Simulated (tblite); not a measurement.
Task: What does the GFN2-xTB structure of InChI=1S/C2H10OSi4/c1-6-4-7(2-3)5-6/h2,6-7H,4-5H2,1H3/t6-,7- look like in three dimensions?

Result: 
Z-matrix in Å and degrees, rows numbered from 1:
```
C 
Si  1  1.9089
Si  2  2.3738  1  113.50
Si  3  2.3668  2   89.11  1   121.19
C   4  1.8915  3  102.63  2    98.13
O   5  1.2156  4  119.47  3   -44.43
Si  4  2.3683  3   90.84  2    -5.14
H   1  1.0863  2  111.69  3  -171.63
H   1  1.0862  2  111.60  3    68.06
H   1  1.0862  2  110.87  3   -51.74
H   2  1.4741  1  104.50  3  -129.34
H   3  1.4663  2  119.22  1  -119.78
H   3  1.4734  2  116.08  1     4.51
H   4  1.4733  3  126.39  2  -142.56
H   5  1.1098  4  121.77  3   135.82
H   7  1.4734  2  116.69  1    -4.86
H   7  1.4668  2  118.85  1   119.55
```

Si3 (SiH2 silicon) has angles from 89.1° to 119.2°. Si4 (SiH silicon) has angles from 90.8° to 126.4°. Si2 (SiH silicon) has angles from 90.5° to 117.6°. The 4-membered ring Si2–Si3–Si4–Si7 has internal angles of 89.1° to 90.8°; it is slightly puckered (a soft mode that the optimisation may not have finished), 0.05 Å rms from its mean plane, widest ring torsion 5°.

Structure optimised with GFN2-xTB, isolated species.

Point group: near Cs, missed by 0.09 Å at most; the miss may be what the optimiser left on a soft mode. Its GFN2-xTB frequencies are all real (lowest 26 cm⁻¹). One conformer, not necessarily the lowest (Si3–Si4–C5–O6 -44°, C1–Si2–Si3–Si4 121°, Si2–Si3–Si4–C5 98°, Si3–Si4–Si7–Si2 5°, C1–Si2–Si7–Si4 -121°).

These are computed values.
